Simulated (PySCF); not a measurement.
# Correlation energy of Br(3+) (bromine, charge +3)

[Ar] 3d10 4s2 4p2, high-spin 3P determinant. Calculation: PySCF 2.14, in cc-pVTZ-DK; scalar relativity by spin-free X2C-1e. Frozen: [Ar] 3d10; 4 electrons correlated.

MP2 pair energies summed by pair of shells (mhartree):

```
 pair  energy  share (%)
4s-4p  -37.32       63.1
4s-4s  -15.95       27.0
4p-4p   -5.87        9.9
```

Total MP2 correlation energy: -59.14 mhartree.

Same-spin part -9.57 and opposite-spin part -49.57 mhartree; SCS-MP2 scales them by 1/3 and 6/5 to -62.68 mhartree.

| level | correlation energy (mhartree) |
| --- | --- |
| CCSD | -75.36 |
| (T) | -1.36 |
| CCSD(T) | -76.72 |

Diagnostics: T1 = 0.0055, D1 = 0.0148, largest double amplitude 0.091.

Cost of the coupled-cluster step: 0.39 s of wall time on 1 thread of Neoverse-V1 (shared host), for 4 correlated electrons.

Iterations:

```
CC2 = 0
CCSD nocc = (np.int64(3), np.int64(1)), nmo = (29, 29)
frozen orbitals [[0, 1, 2, 3, 4, 5, 6, 7, 8, 9, 10, 11, 12, 13], [0, 1, 2, 3, 4, 5, 6, 7, 8, 9, 10, 11, 12, 13]]
max_cycle = 100
direct = 0
conv_tol = 1e-08
conv_tol_normt = 1e-06
diis_space = 8
diis_start_cycle = 0
Init t2, MP2 energy = -0.0591386773496026
Init E_corr(UCCSD) = -0.0591386773605138
cycle = 1  E_corr(UCCSD) = -0.0709936644294102  dE = -0.0118549871  norm(t1,t2) = 0.0368777
cycle = 2  E_corr(UCCSD) = -0.0739094056023406  dE = -0.00291574117  norm(t1,t2) = 0.0126746
cycle = 3  E_corr(UCCSD) = -0.0753748792617034  dE = -0.00146547366  norm(t1,t2) = 0.00520083
cycle = 4  E_corr(UCCSD) = -0.0753522402053598  dE = 2.26390563e-05  norm(t1,t2) = 0.000709606
cycle = 5  E_corr(UCCSD) = -0.0753567219250493  dE = -4.48171969e-06  norm(t1,t2) = 8.10515e-05
cycle = 6  E_corr(UCCSD) = -0.0753559372840789  dE = 7.8464097e-07  norm(t1,t2) = 1.36328e-05
cycle = 7  E_corr(UCCSD) = -0.0753562563269769  dE = -3.19042898e-07  norm(t1,t2) = 1.39346e-06
cycle = 8  E_corr(UCCSD) = -0.0753561739800437  dE = 8.23469333e-08  norm(t1,t2) = 2.51637e-07
cycle = 9  E_corr(UCCSD) = -0.0753561785046545  dE = -4.52461077e-09  norm(t1,t2) = 4.33906e-08
UCCSD converged
E(UCCSD) = -2602.076768482717  E_corr = -0.07535617850465445
UCCSD(T) correction = -0.00135880027715531
```
